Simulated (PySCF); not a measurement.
Stepwise substitution at one centre (Al SiH3-I). Isolated molecules, 0 K electronic values unless said otherwise. Strings in code marks are SMILES.

These are PBE-D3(BJ)/def2-TZVP // B3LYP-D3(BJ)/def2-TZVP (PySCF) values and carry that method's errors. All candidates: neutral, multiplicity 1. Excitations are Tamm–Dancoff values on a coarser integration grid. The basis has no diffuse functions, so Rydberg states are missing or too high.

```json
{
 "HOMO–LUMO gap": "2.97 eV",
 "S1 excitation (TDA)": "3.11 eV",
 "HOMO": "-6.12 eV"
}
```

### Question
Identify which member has these values.
A. `[SiH3][Al]([SiH3])[I]`
B. `[I][Al]([I])[I]`
C. `[SiH3][Al]([SiH3])[SiH3]`
D. `[SiH3][Al]([I])[I]`

### Answer
A, `[SiH3][Al]([SiH3])[I]`. The others give `[SiH3][Al]([I])[I]`: 3.70 eV, 3.74 eV, -6.61 eV; `[SiH3][Al]([SiH3])[SiH3]`: 2.95 eV, 3.14 eV, -6.30 eV; `[I][Al]([I])[I]`: 3.87 eV, 4.00 eV, -6.62 eV
